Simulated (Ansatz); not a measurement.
The same path of AlAsH4N (7 atoms, charge -1, multiplicity 1) was run twice with different band settings. The coordinate that changes most is the height of As3 over the plane of its neighbours.

Method: RKS PBE-D4/def2-TZVP (Ansatz 0.2.0).

Relaxed end points:

```xyz
7
Properties=species:S:1:pos:R:3
N -1.958 -0.662 -0.649
Al -0.446 0.189 -0.469
As 1.034 -0.710 1.368
H -2.570 -0.303 -1.397
H 0.245 1.468 -1.241
H 1.390 0.698 1.900
H 2.305 -0.680 0.488
```

```xyz
7
Properties=species:S:1:pos:R:3
N -1.632 -0.829 -0.763
Al -0.364 0.353 -0.564
As 1.780 -0.366 0.551
H -2.448 -0.482 -1.289
H -0.145 1.914 -1.043
H 1.724 0.762 1.603
H 1.085 -1.351 1.506
```

Common settings: movable images 7; climbing image yes; spring 5.0 eV/Å²; start path through a guess of the saddle point; force threshold 0.03 eV/Å; iteration limit 60; end points relaxed.

| run | optimiser | largest step |
| --- | --- | --- |
| 1 | quadratic models (default) | default |
| 2 | lbfgs | 0.5 Å |

Task: What does each run give, and how far can it be trusted?

Result: Run 1: converged after 31 iterations, highest image 0.657 eV above the first end. A vibrational analysis at the climbing image gives one clearly imaginary mode, 494i cm⁻¹: a first-order saddle point.
Run 2: converged after 48 iterations, highest image 0.943 eV above the first end. The order of the stationary point at the top wasn't checked.
Limits of this set-up: an anion without diffuse functions.
